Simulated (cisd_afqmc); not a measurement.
Input (AFQMC/CISD/cc-pVTZ; cisd_afqmc is a phaseless AFQMC code with CISD trial states that reads the integrals written by Ansatz):

Ansatz 0.2 input:
```python
import cisd_afqmc

open("ham.yaml", "w").write("""\
crystal:
  periodic: [false, false, false]
  atoms:
    - {symbol: C, position_ang: [-0.37708342, 1.08626761, 0.16283025]}
    - {symbol: C, position_ang: [-1.12385046, -0.28975266, 0.04106664]}
    - {symbol: C, position_ang: [0.33463379, -0.17758331, -0.04545889]}
    - {symbol: O, position_ang: [1.38188572, -0.73333852, -0.18772459]}
    - {symbol: H, position_ang: [-0.34007347, 1.55204715, 1.14085017]}
    - {symbol: H, position_ang: [-0.46474761, 1.77957040, -0.66571637]}
    - {symbol: H, position_ang: [-1.68856914, -0.47548795, -0.86526580]}
    - {symbol: H, position_ang: [-1.56389500, -0.70301121, 0.94130074]}
basis:
  gaussian:
    orbitals: cc-pVTZ
magnetization: {spin_polarized: false}
correlation: {method: ccsd, electrons: outside_noble_gas, hamiltonian_folder: ham}
""")
rep = cisd_afqmc.ansatz("ham.yaml")
e_ccsd = rep["correlation"]["coupled_cluster"]["energy"]["hartree"]
out = cisd_afqmc.run("ham", e_ccsd, trial="CISD", walkers=1000, populations=1, threads=12, dt=0.005, steps=40, early=24, settle=10, least=100,
    cut=5e-5, rank_cut=2e-4, target=0.0004, seconds=1500, seed=4, memory=62639, gpu=True)
```

Output:

```
orbitals 172, occupied [11], factors 917 of 1010, rank of the doubles 575 of 1771
E(HF) = -190.795013
E(CCSD) on the cut factors = -191.530289, shift to the whole factors -0.000008
Energy of the trial state on the determinant = -191.530274
  tau behind 7.2 of longer steps, mean of the populations' last blocks
   2.0  -191.56600
   4.0  -191.56347
   6.0  -191.56419
   8.0  -191.56421
  10.0  -191.56281
  12.0  -191.56333
  14.0  -191.56642
  16.0  -191.56727
  18.0  -191.56594
  20.0  -191.56768
  22.0  -191.56510
  24.0  -191.56378
  26.0  -191.56488
  28.0  -191.56366
  30.0  -191.56745
  32.0  -191.56306
  34.0  -191.56545
  36.0  -191.56523
  38.0  -191.56736
  40.0  -191.56513
  42.0  -191.56472
blocks 208 (0 outliers left out), error by blocks joined: 1: 0.00024, 2: 0.00030, 4: 0.00036, 8: 0.00039, 16: 0.00035
E(AFQMC/CISD) = -191.56506 +/- 0.00039
```
